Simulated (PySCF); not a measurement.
## Two-component Hartree-Fock for Zn¹⁹⁺ (zinc, charge +19)

Start: [Ne] 3s1; 3s1/2 filled at m_j = +1/2. Calculated with PySCF 2.14 in an even-tempered Gaussian basis (19 s from 2.1 bohr⁻², ratio 2.4; 13 p from 2.7 bohr⁻², ratio 2.4; 5 d from 9 bohr⁻², ratio 2.6; 4 f from 13 bohr⁻², ratio 2.6): generalised Hartree-Fock with the X2C-1e Hamiltonian and a Gaussian nucleus; one run each with spin-orbit coupling (SO) switched off, then screened by Boettger's factors.

```tsv
spinor shell	electrons	ε, spin-free (eV)	ε, screened SO (eV)	weight of nominal j (screened SO)	rms radius, screened SO (bohr)
1s1/2	2	-10499.8	-10499.7	1.000	0.0580
2s1/2	2	-1964.2	-1964.2	1.000	0.240
2p1/2	2	-1800.6	-1817.6	0.999	0.212
3s1/2	1	-736.78	-736.77	1.000	0.598
```

**Question.** Where does 2p3/2 lie, and what is the 2p spin-orbit splitting (screened SO)?

**Answer.** At -1792.4 eV, 25.194 eV above 2p1/2.

| quantity | spin-free | screened SO |
| --- | --- | --- |
| E (hartree) | -1595.34535 | -1595.39276 |
| M_J | 1/2 | 1/2 |
| ⟨J²⟩ | 0.750 | 0.750 |
| ⟨L²⟩ | 0.000 | 0.001 |
| ⟨S²⟩ | 0.750 | 0.751 |

Each row is a mean over spinors that exchange with the open shell spreads, by up to 4.640 eV (2s1/2).

Without spin-orbit coupling the j labels of p, d and f shells carry no meaning; the spin-free column gives the mean over the occupied spinors of each nl shell.
